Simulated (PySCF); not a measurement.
PySCF 2.14 output of an unrestricted TPSS calculation on a single atom or ion in cc-pVTZ (7s6p4d2f1g, 68 functions), with the non-relativistic Hamiltonian (point nucleus):

```
SCF conv_tol = 1e-09
number electrons alpha = 13  beta = 10
    J. Tao, J. P. Perdew, V. N. Staroverov, and G. E. Scuseria.,  Phys. Rev. Lett. 91, 146401 (2003)
    J. P. Perdew, J. Tao, V. N. Staroverov, and G. E. Scuseria.,  J. Chem. Phys. 120, 6898 (2004)
    J. Tao, J. P. Perdew, V. N. Staroverov, and G. E. Scuseria.,  Phys. Rev. Lett. 91, 146401 (2003)
    J. P. Perdew, J. Tao, V. N. Staroverov, and G. E. Scuseria.,  J. Chem. Phys. 120, 6898 (2004)
cycle= 1 E= -943.925942010835  delta_E= -0.0123  |g|= 0.0337  |ddm|= 1.77
cycle= 2 E= -943.925848618556  delta_E= 9.34e-05  |g|= 0.0391  |ddm|= 0.509
cycle= 3 E= -943.926313161612  delta_E= -0.000465  |g|= 0.00283  |ddm|= 0.209
cycle= 4 E= -943.926315564217  delta_E= -2.4e-06  |g|= 0.000174  |ddm|= 0.0427
cycle= 5 E= -943.92631558117  delta_E= -1.7e-08  |g|= 4.82e-05  |ddm|= 0.000512
cycle= 6 E= -943.926315582381  delta_E= -1.21e-09  |g|= 1.27e-06  |ddm|= 0.000359
cycle= 7 E= -943.926315582383  delta_E= -1.36e-12  |g|= 3e-08  |ddm|= 2.42e-05
converged SCF energy = -943.926315582383  <S^2> = 3.7564675  2S+1 = 4.0032325
```

The run itself started from symmetry-adapted Hartree-Fock orbitals and held the occupation by maximum overlap, on a logarithmic radial grid, so the iterations belong to that start.

**Question.** Which element, charge and spin multiplicity is this?

**Answer.** V (vanadium, neutral), multiplicity 4; the state was [Ar] 3d3 4s2, high-spin 4F determinant.
